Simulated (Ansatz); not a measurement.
Reaction (ligand exchange at the Si–C bond): `N=C([SiH3])[SiH3]` + dimethylamine → `CN(C)[SiH3]` + `N=C[SiH3]`

Program: Ansatz. Geometries: PBE0-D4/def2-TZVP. ΔE: electronic, gas phase. CCSD(T)/CBS adds triple-zeta CCSD(T) − MP2 to the extrapolated MP2 energy (def2 sets, frozen cores). DFT in def2-TZVPP. Each species was taken in one conformer, which may not be the lowest.

| level | ΔE (kJ/mol) | difference from CCSD(T)/CBS |
| --- | --- | --- |
| B97M-V | -53.5 | 0.3 |
| r2SCANh-D4 | -52.2 | 1.6 |
| BLYP | -48.1 | 5.7 |
| r2SCANh | -52.0 | 1.8 |
| CAM-B3LYP | -57.0 | -3.2 |
| RPA@PBE/def2-TZVPP | -54.3 | -0.5 |
| HF/def2-SVP | -60.8 | -7.0 |
| SCS-MP2/def2-TZVPP | -59.0 | -5.2 |
| MP2/CBS(def2) | -57.5 | -3.7 |
| CCSD/CBS(def2) | -56.1 | -2.3 |
| CCSD(T)/CBS | -53.8 | 0 |

Largest T1 diagnostic among the species: 0.013.

From BLYP to BHLYP (50 % exact exchange), in def2-TZVPP and without D4, ΔE moves by −10.8 kJ/mol. In def2-TZVPP, CCSD(T) changes the Hartree–Fock value by +9.4 kJ/mol (the triples alone add +2.3 kJ/mol) and MP2 by +5.7 kJ/mol.
